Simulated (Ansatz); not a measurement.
## A saddle search, step by step

SiNH7O2, closed shell, wB97X-V/pcseg-2 (Ansatz 0.2.0). Settings; a guess of the unstable mode was typed too, and convergence needs a confirmed negative curvature besides the force tolerance:

```yaml
hamiltonian: {xc: {name: wB97X-V}}
saddle:
  f_tol: 0.02
  max_steps: 40
```

Start:

```
11
angstrom
Si -0.5896 0.5330 -0.1098
N -0.2853 -1.2536 0.4150
H -0.5802 0.6598 -1.6764
H -2.1253 0.5950 0.2273
O -0.1950 1.7099 0.7809
H 0.7743 -0.9914 0.0019
O 1.4567 0.1639 -0.4204
H -0.3539 -1.4328 1.4022
H -0.7393 -1.9149 -0.1851
H 0.8463 1.7729 0.7972
H 1.6690 0.0800 -1.3337
```

```
step  energy less the last (meV)  largest force component (eV/Å)
   1                       636.9                           4.946
   2                       170.6                           1.981
   3                        53.4                           0.979
   4                        17.2                           0.604
   5                         5.1                           0.173
   6                         2.0                           0.129
   7                         0.8                           0.086
   8                         0.3                           0.064
   9                         0.2                           0.029
  10                         0.1                           0.015
  11                         0.0                           0.012
  12                         0.0                           0.001
```

Step 2, positions (Å) and forces (eV/Å):

```
atom       x       y       z      Fx      Fy      Fz
 Si1  -0.589   0.561  -0.140  -1.048  -1.718  -1.935
  N2  -0.267  -1.224   0.360  -0.194  -0.411   0.697
  H3  -0.672   0.619  -1.656   0.129  -0.003   0.500
  H4  -2.090   0.549   0.181   0.520   0.129   0.052
  O5  -0.096   1.727   0.809  -1.378   1.262   1.390
  H6   0.821  -0.974   0.097  -0.249  -0.423  -0.566
  O7   1.441   0.133  -0.392   0.027   0.474  -0.357
  H8  -0.363  -1.475   1.338  -0.208   0.221   0.101
  H9  -0.798  -1.915  -0.166   0.335   0.141  -0.145
 H10   0.827   1.825   0.797   1.981   0.304  -0.033
 H11   1.662   0.096  -1.329   0.085   0.023   0.296
```

Step 4, positions (Å) and forces (eV/Å):

```json
{"atom": "Si1", "x": "-0.608", "y": "0.538", "z": "-0.147", "Fx": "-0.345", "Fy": "-0.542", "Fz": "-0.604"}
{"atom": "N2", "x": "-0.271", "y": "-1.236", "z": "0.378", "Fx": "-0.072", "Fy": "-0.023", "Fz": "-0.071"}
{"atom": "H3", "x": "-0.654", "y": "0.582", "z": "-1.636", "Fx": "-0.032", "Fy": "0.009", "Fz": "0.077"}
{"atom": "H4", "x": "-2.081", "y": "0.572", "z": "0.207", "Fx": "0.224", "Fy": "-0.011", "Fz": "-0.028"}
{"atom": "O5", "x": "-0.120", "y": "1.731", "z": "0.833", "Fx": "0.223", "Fy": "0.476", "Fz": "0.503"}
{"atom": "H6", "x": "0.806", "y": "-0.977", "z": "0.010", "Fx": "-0.065", "Fy": "-0.113", "Fz": "0.271"}
{"atom": "O7", "x": "1.440", "y": "0.146", "z": "-0.406", "Fx": "-0.165", "Fy": "-0.038", "Fz": "-0.137"}
{"atom": "H8", "x": "-0.402", "y": "-1.445", "z": "1.363", "Fx": "0.063", "Fy": "0.042", "Fz": "-0.103"}
{"atom": "H9", "x": "-0.775", "y": "-1.922", "z": "-0.176", "Fx": "0.044", "Fy": "0.020", "Fz": "0.059"}
{"atom": "H10", "x": "0.834", "y": "1.838", "z": "0.801", "Fx": "0.065", "Fy": "0.048", "Fz": "-0.021"}
{"atom": "H11", "x": "1.707", "y": "0.096", "z": "-1.327", "Fx": "0.059", "Fy": "0.133", "Fz": "0.054"}
```

Step 5, positions (Å) and forces (eV/Å):

```tsv
atom	x	y	z	Fx	Fy	Fz
Si1	-0.622	0.530	-0.155	0.011	-0.092	0.076
N2	-0.271	-1.237	0.373	-0.173	0.061	0.046
H3	-0.666	0.571	-1.630	-0.035	0.039	-0.160
H4	-2.079	0.579	0.211	0.054	-0.025	-0.013
O5	-0.117	1.727	0.846	0.089	0.030	0.057
H6	0.815	-0.959	0.017	0.018	-0.120	0.059
O7	1.433	0.134	-0.416	-0.058	0.048	-0.075
H8	-0.410	-1.435	1.358	0.017	0.011	-0.049
H9	-0.772	-1.925	-0.179	0.064	-0.032	0.032
H10	0.837	1.839	0.801	-0.013	0.004	-0.020
H11	1.730	0.097	-1.327	0.025	0.076	0.048
```

Last step (12):

```json
{"atom": "Si1", "x (Å)": "-0.6410", "y (Å)": "0.5244", "z (Å)": "-0.1597"}
{"atom": "N2", "x (Å)": "-0.2828", "y (Å)": "-1.2282", "z (Å)": "0.3758"}
{"atom": "H3", "x (Å)": "-0.6855", "y (Å)": "0.5972", "z (Å)": "-1.6410"}
{"atom": "H4", "x (Å)": "-2.0926", "y (Å)": "0.5780", "z (Å)": "0.2096"}
{"atom": "O5", "x (Å)": "-0.1092", "y (Å)": "1.7041", "z (Å)": "0.8523"}
{"atom": "H6", "x (Å)": "0.8216", "y (Å)": "-0.9505", "z (Å)": "0.0100"}
{"atom": "O7", "x (Å)": "1.4286", "y (Å)": "0.1238", "z (Å)": "-0.4240"}
{"atom": "H8", "x (Å)": "-0.4162", "y (Å)": "-1.4074", "z (Å)": "1.3643"}
{"atom": "H9", "x (Å)": "-0.7611", "y (Å)": "-1.9455", "z (Å)": "-0.1565"}
{"atom": "H10", "x (Å)": "0.8451", "y (Å)": "1.8036", "z (Å)": "0.7871"}
{"atom": "H11", "x (Å)": "1.7709", "y (Å)": "0.1226", "z (Å)": "-1.3189"}
```

Hardware: 4 CPU threads of an Arm Neoverse V2, shared host. Wall time 7.8 min; peak host memory 0.69 GiB.
